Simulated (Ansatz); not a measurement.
Calculated with Ansatz (gas phase, PBE0-D4/def2-TZVP geometries, no zero-point term in ΔE). CCSD(T)/CBS is the MP2 limit (def2-TZVPP, def2-QZVPP) plus CCSD(T) − MP2 in def2-TZVPP, frozen cores. DFT in def2-TZVPP. B3LYP here is the variant with VWN-RPA as its local correlation; programs differ in this. Elements past krypton have def2 core potentials. For Ga, Sb outer-core shells are correlated without core-valence functions, which leaves a few kJ/mol of doubt a bond. Scalar relativity is left out up to krypton. Each species was taken in one conformer, which may not be the lowest.

Reaction (redistribution): `[BH2][SbH][SiH3]` + `[SiH3][S][GaH][SiH3]` → `[SiH3][S][SbH][SiH3]` + `[BH2][GaH][SiH3]`

```csv
level,ΔE (kcal/mol),difference from CCSD(T)/CBS
LDA (SPW92),21.3,-0.1
PBE-D4,19.7,-1.7
revPBE-D4,19.3,-2.1
r2SCAN-D4,21.5,0.1
B97M-V,19.8,-1.6
PBE0-D4,21.0,-0.4
B3LYP-D4,19.7,-1.7
r2SCANh-D4,21.8,0.4
r2SCAN0-D4,22.4,1.0
BHLYP-D4,21.0,-0.4
CAM-B3LYP-D4,20.5,-0.9
ωB97X-V,21.0,-0.4
ωB97M-V,21.1,-0.3
B2PLYP,21.6,0.2
PBE-QIDH,23.3,1.9
PBE,19.8,-1.6
BLYP,18.6,-2.8
r2SCAN,21.5,0.1
PBE0,21.2,-0.2
B3LYP,19.9,-1.5
r2SCANh,21.9,0.5
BHLYP,21.3,-0.1
CAM-B3LYP,20.7,-0.7
LC-ωPBE,21.3,-0.1
RPA@PBE/def2-TZVPP,22.2,0.8
HF/def2-SVP,24.1,2.7
MP2/def2-SVP,26.5,5.1
CCSD/def2-SVP,24.9,3.5
CCSD(T)/def2-SVP,25.4,4.0
HF/def2-TZVPP,22.6,1.2
MP2/def2-TZVPP,24.3,2.9
SCS-MP2/def2-TZVPP,23.0,1.6
CCSD/def2-TZVPP,22.7,1.3
CCSD(T)/def2-TZVPP,23.0,1.6
HF/def2-QZVPP,22.1,0.7
MP2/def2-QZVPP,23.2,1.8
SCS-MP2/def2-QZVPP,22.1,0.7
HF/CBS(def2),22.0,0.6
MP2/CBS(def2),22.7,1.3
CCSD/CBS(def2),21.1,-0.3
CCSD(T)/CBS,21.4,0
```

Largest T1 diagnostic among the species: 0.015.

From r2SCAN to r2SCAN0 (25 % exact exchange), in def2-TZVPP and without D4, ΔE moves by +1.0 kcal/mol. Leaving LDA and LC-ωPBE aside and taking each functional with its dispersion term where it has one, the values, not all of them listed here, spread over 4.9 kcal/mol, from BLYP-D4 to PBE-QIDH. LDA lies +1.5 kcal/mol from PBE without D4. At CCSD(T), def2-SVP lies +4.0 kcal/mol from the extrapolated value and def2-TZVPP +1.6 kcal/mol.
